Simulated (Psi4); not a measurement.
Pair of molecules, SMILES N with SMILES CC#N (the first has 4 atoms); geometry from B3LYP-D3(BJ)/def2-TZVP, rigid monomers moved along the line of their centres of mass till N1···H10 is 2.33 Å.
(charge 0, multiplicity 1):
```xyz
10

N     -0.0534     0.0041     0.1706
H      0.6499     0.3073    -0.4937
H      0.3704    -0.7143     0.7493
H     -0.7955    -0.4377    -0.3603
C     -0.4159     1.2291     3.0240
C      0.2597    -0.0493     3.1667
N      0.7930    -1.0654     3.2436
H     -1.3611     1.2189     3.5674
H      0.2085     2.0316     3.4174
H     -0.6036     1.3955     1.9613
```

The numbers are results of SAPT0/jun-cc-pV(D+d)Z (Psi4), not measurements.

**Question.** Give the four SAPT terms and the total, and say what mostly holds the pair together.

**Answer.** electrostatics -38.6, exchange 44.7, induction -8.0, dispersion -11.6, total -13.6 kJ/mol; the largest attraction is electrostatics.
